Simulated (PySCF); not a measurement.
Gas-phase reaction: Te(CH3)2 + 4 CH3 = H2Te + 2 C3H8

Energies from PySCF, thermal terms from the rigid-rotor harmonic-oscillator model, ideal gas at 1 bar. † marks an energy on the PBE0/def2-TZVP geometry and frequencies; other levels use their own. MP2 and CCSD(T) freeze the core. Open shells (unrestricted): CH3 (multiplicity 2); the rest are closed-shell singlets. Te: scalar-relativistic def2 core potential, no spin-orbit coupling. MP2 isn't extrapolated to the basis-set limit. CCSD(T) isn't extrapolated to the basis-set limit.

```csv
level,"ΔH°(298 K), kJ"
CCSD(T)/def2-TZVPP†,-739
M06-2X/def2-TZVP†,-755
MP2/def2-SVP†,…
MP2/def2-TZVPP†,-762
PBE/def2-SVP,-804
PBE0/def2-QZVP†,…
LDA/def2-TZVP†,…
ωB97X-V/def2-TZVP†,…
```

Problem. Fill in the missing entries.

Solution. 
- MP2/def2-SVP†, ΔH°(298 K), kJ: -800
- PBE0/def2-QZVP†, ΔH°(298 K), kJ: -737
- LDA/def2-TZVP†, ΔH°(298 K), kJ: -928
- ωB97X-V/def2-TZVP†, ΔH°(298 K), kJ: -772
